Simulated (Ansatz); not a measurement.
Reaction (formal hydrolysis of the Si–F bond): `N[SiH](F)S` + H₂O → `N[SiH](O)S` + H–F

Program: Ansatz. Geometries: PBE0-D4/def2-TZVP. ΔE: electronic, gas phase. CBS: MP2 limit from def2 TZ/QZ plus the TZ coupled-cluster correction, frozen cores. This one scheme is used for every species. DFT in def2-TZVPP. B3LYP here is the variant with VWN-RPA as its local correlation; programs differ in this. HSE06 is defined as in plane-wave codes. Each species was taken in one conformer, which may not be the lowest.

`N[SiH](F)S`:

Z-matrix (Å, degrees):
```
Si
F 1 1.602
S 1 2.122 2 106.4
N 1 1.688 2 115.9 3 -117.7
H 1 1.477 2 105.1 3 123.0
H 3 1.344 1 93.8 2 29.0
H 4 1.006 1 122.0 2 -87.7
H 4 1.006 1 122.7 2 73.2
```

H₂O:

Cartesian coordinates in Å:
```
O -0.094 0.217 0.309
H 0.141 0.522 -0.570
H -0.046 -0.740 0.261
```

`N[SiH](O)S`:

Z-matrix (Å, degrees):
```
Si
O 1 1.644
S 1 2.137 2 105.1
N 1 1.696 2 112.5 3 -119.7
H 1 1.483 2 110.7 3 120.7
H 2 0.959 1 117.6 3 -57.1
H 3 1.344 1 94.0 2 174.4
H 4 1.007 1 120.6 2 -81.2
H 4 1.007 1 120.9 2 68.7
```

H–F:

```xyz
2

F    -0.206    0.255    0.323
H     0.206   -0.255   -0.323
```

```json
{"level": "LDA (SPW92)", "ΔE (kJ/mol)": "44.8", "difference from CCSD(T)/CBS": "-2.4"}
{"level": "PBE-D4", "ΔE (kJ/mol)": "46.4", "difference from CCSD(T)/CBS": "-0.8"}
{"level": "revPBE-D4", "ΔE (kJ/mol)": "44.1", "difference from CCSD(T)/CBS": "-3.1"}
{"level": "BLYP-D4", "ΔE (kJ/mol)": "49.0", "difference from CCSD(T)/CBS": "1.8"}
{"level": "r2SCAN-D4", "ΔE (kJ/mol)": "49.3", "difference from CCSD(T)/CBS": "2.1"}
{"level": "B97M-V", "ΔE (kJ/mol)": "51.4", "difference from CCSD(T)/CBS": "4.2"}
{"level": "PBE0-D4", "ΔE (kJ/mol)": "45.6", "difference from CCSD(T)/CBS": "-1.6"}
{"level": "r2SCANh-D4", "ΔE (kJ/mol)": "48.6", "difference from CCSD(T)/CBS": "1.4"}
{"level": "HSE06-D4", "ΔE (kJ/mol)": "45.4", "difference from CCSD(T)/CBS": "-1.8"}
{"level": "BHLYP-D4", "ΔE (kJ/mol)": "49.3", "difference from CCSD(T)/CBS": "2.1"}
{"level": "CAM-B3LYP-D4", "ΔE (kJ/mol)": "50.3", "difference from CCSD(T)/CBS": "3.1"}
{"level": "ωB97X-V", "ΔE (kJ/mol)": "49.1", "difference from CCSD(T)/CBS": "1.9"}
{"level": "ωB97M-V", "ΔE (kJ/mol)": "48.7", "difference from CCSD(T)/CBS": "1.5"}
{"level": "PBE-QIDH", "ΔE (kJ/mol)": "45.5", "difference from CCSD(T)/CBS": "-1.7"}
{"level": "PBE", "ΔE (kJ/mol)": "48.6", "difference from CCSD(T)/CBS": "1.4"}
{"level": "revPBE", "ΔE (kJ/mol)": "49.5", "difference from CCSD(T)/CBS": "2.3"}
{"level": "BLYP", "ΔE (kJ/mol)": "53.5", "difference from CCSD(T)/CBS": "6.3"}
{"level": "r2SCAN", "ΔE (kJ/mol)": "49.9", "difference from CCSD(T)/CBS": "2.7"}
{"level": "PBE0", "ΔE (kJ/mol)": "47.5", "difference from CCSD(T)/CBS": "0.3"}
{"level": "B3LYP", "ΔE (kJ/mol)": "52.1", "difference from CCSD(T)/CBS": "4.9"}
{"level": "r2SCANh", "ΔE (kJ/mol)": "49.3", "difference from CCSD(T)/CBS": "2.1"}
{"level": "r2SCAN0", "ΔE (kJ/mol)": "48.4", "difference from CCSD(T)/CBS": "1.2"}
{"level": "BHLYP", "ΔE (kJ/mol)": "51.9", "difference from CCSD(T)/CBS": "4.7"}
{"level": "CAM-B3LYP", "ΔE (kJ/mol)": "52.3", "difference from CCSD(T)/CBS": "5.1"}
{"level": "LC-ωPBE", "ΔE (kJ/mol)": "49.2", "difference from CCSD(T)/CBS": "2.0"}
{"level": "RPA@PBE/def2-TZVPP", "ΔE (kJ/mol)": "46.8", "difference from CCSD(T)/CBS": "-0.4"}
{"level": "HF/def2-SVP", "ΔE (kJ/mol)": "52.5", "difference from CCSD(T)/CBS": "5.3"}
{"level": "MP2/def2-SVP", "ΔE (kJ/mol)": "49.3", "difference from CCSD(T)/CBS": "2.1"}
{"level": "CCSD/def2-SVP", "ΔE (kJ/mol)": "51.3", "difference from CCSD(T)/CBS": "4.1"}
{"level": "CCSD(T)/def2-SVP", "ΔE (kJ/mol)": "50.8", "difference from CCSD(T)/CBS": "3.6"}
{"level": "HF/def2-TZVPP", "ΔE (kJ/mol)": "52.6", "difference from CCSD(T)/CBS": "5.4"}
{"level": "SCS-MP2/def2-TZVPP", "ΔE (kJ/mol)": "46.6", "difference from CCSD(T)/CBS": "-0.6"}
{"level": "CCSD/def2-TZVPP", "ΔE (kJ/mol)": "46.9", "difference from CCSD(T)/CBS": "-0.3"}
{"level": "CCSD(T)/def2-TZVPP", "ΔE (kJ/mol)": "45.8", "difference from CCSD(T)/CBS": "-1.4"}
{"level": "HF/def2-QZVPP", "ΔE (kJ/mol)": "53.8", "difference from CCSD(T)/CBS": "6.6"}
{"level": "MP2/def2-QZVPP", "ΔE (kJ/mol)": "45.4", "difference from CCSD(T)/CBS": "-1.8"}
{"level": "SCS-MP2/def2-QZVPP", "ΔE (kJ/mol)": "47.7", "difference from CCSD(T)/CBS": "0.5"}
{"level": "HF/CBS(def2)", "ΔE (kJ/mol)": "54.0", "difference from CCSD(T)/CBS": "6.8"}
{"level": "MP2/CBS(def2)", "ΔE (kJ/mol)": "45.5", "difference from CCSD(T)/CBS": "-1.7"}
{"level": "CCSD/CBS(def2)", "ΔE (kJ/mol)": "48.3", "difference from CCSD(T)/CBS": "1.1"}
{"level": "CCSD(T)/CBS", "ΔE (kJ/mol)": "47.2", "difference from CCSD(T)/CBS": "0"}
```

Largest T1 diagnostic among the species: 0.011.

The D4 term adds −3.4 kJ/mol with B3LYP and −1.9 kJ/mol with PBE0; it sums over pairs of atoms, weighted by their polarisabilities, and B3LYP, whose exchange is more repulsive, gets the larger term. At CCSD(T), def2-SVP lies +3.6 kJ/mol from the extrapolated value and def2-TZVPP −1.4 kJ/mol.
